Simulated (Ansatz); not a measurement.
RbF2⁻. Total charge -1; quintet. Geometry r2SCAN-D4/def2-TZVPD; atoms count from 1.

```xyz
3

Rb    0.003    0.003    0.003
F    -2.109   -0.479    3.008
F     2.106    0.475   -3.011
```

In the def2 sets Rb takes a core potential; there is no spin–orbit coupling. The highest occupied level of the charge -1 quintet lies above zero (up to 0.88 eV). The electron is either unbound and held by the finite basis, or the level is raised by self-interaction error. At PBE0-D4/def2-TZVPD a singlet of charge -1 lies 9.95 eV below the quintet, each at its own geometry. The structure comes from a short search, and lower isomers may exist.

**Question.** Estimate the Mulliken populations from the PBE0/def2-TZVPD orbitals of Ansatz.

**Answer.** 
```csv
atom,charge (e),spin (α − β)
Rb1,-1.04,2.03
F2,0.02,0.98
F3,0.02,0.98
```
Mulliken values depend strongly on the basis. With diffuse functions, as here, like atoms can get unlike values, and bond orders can come out too low or too high.

**Question.** Where does the spin sit?

**Answer.** Summed by element: Rb 2.03, F 1.97, of 4 unpaired in all. Largest on single atoms: Rb1 2.03, F2 0.98, F3 0.98.
